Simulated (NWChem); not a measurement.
System meant: SiH$_{3}$SeCl; SMILES Cl[SiH2][SeH]

Here is an NWChem input.

```
start job
memory heap 200 mb stack 900 mb global 1100 mb
geometry units angstroms noautoz
  Si    -0.871229     0.640792     0.001464
  Cl     0.566790     2.121389     0.000865
  Se     0.266413    -1.332609    -0.001427
  H     -1.711989     0.796981     1.220445
  H     -1.715195     0.790383    -1.216202
  H     -0.984781    -2.111207    -0.050852
end
basis spherical
  Si library def2-svp
  Cl library def2-svp
  Se library def2-svp
  H library def2-svp
end
dft
  odft
  mult 2
  xc xpbe96 cpbe96
  iterations 150
  mulliken
end
task dft energy
```

End of the output:

```
 ==============================================================================
                                 internuclear angles
 ------------------------------------------------------------------------------
        center 1       |       center 2       |       center 3       |  degrees
 ------------------------------------------------------------------------------
    2 Cl               |   1 Si               |   3 Se               |   105.87
    2 Cl               |   1 Si               |   4 H                |   108.57
    2 Cl               |   1 Si               |   5 H                |   108.82
    3 Se               |   1 Si               |   4 H                |   111.96
    3 Se               |   1 Si               |   5 H                |   111.66
    4 H                |   1 Si               |   5 H                |   109.81
    1 Si               |   3 Se               |   6 H                |    91.93
 ------------------------------------------------------------------------------
                            number of included internuclear angles:          7
 ==============================================================================

 Summary of "ao basis" -> "" (spherical)
 ------------------------------------------------------------------------------
       Tag                 Description            Shells   Functions and Types
 ---------------- ------------------------------  ------  ---------------------
 Si                         def2-svp                 8       18   4s3p1d
 Cl                         def2-svp                 8       18   4s3p1d
 Se                         def2-svp                12       32   5s4p3d
 H                          def2-svp                 3        5   2s1p

  pbe96 is a nonlocal functional; adding pw91lda local functional.

                                 NWChem DFT Module
                                 -----------------

 Summary of "ao basis" -> "ao basis" (spherical)
 ------------------------------------------------------------------------------
       Tag                 Description            Shells   Functions and Types
 ---------------- ------------------------------  ------  ---------------------
 Si                         def2-svp                 8       18   4s3p1d
 Cl                         def2-svp                 8       18   4s3p1d
 Se                         def2-svp                12       32   5s4p3d
 H                          def2-svp                 3        5   2s1p

  number of electrons :                   68
  multiplicity        :                    2
 ------------------------------------------------------------------------
  no. of electrons and multiplicity not compatible                  68
 ------------------------------------------------------------------------
 ------------------------------------------------------------------------
  current input line :
    24: task dft energy
 ------------------------------------------------------------------------
 ------------------------------------------------------------------------
 There is an error in the input file
 ------------------------------------------------------------------------
 For more information see the NWChem manual at https://nwchemgit.github.io

0: no. of electrons and multiplicity not compatible:Received an Error in Communication
```

**Question.** Find the fault in this run and fix the input.

**Answer.** The input was rejected before any calculation. Cause: the multiplicity doesn't fit the number of electrons (an even count wants an odd multiplicity, and the reverse). This input runs:
```
start job
memory heap 200 mb stack 900 mb global 1100 mb
geometry units angstroms noautoz
  Si    -0.871229     0.640792     0.001464
  Cl     0.566790     2.121389     0.000865
  Se     0.266413    -1.332609    -0.001427
  H     -1.711989     0.796981     1.220445
  H     -1.715195     0.790383    -1.216202
  H     -0.984781    -2.111207    -0.050852
end
basis spherical
  * library def2-svp
end
dft
  xc xpbe96 cpbe96
  iterations 150
  mulliken
end
task dft energy
```
It converges to -3151.87746 Ha (PBE/def2-SVP).
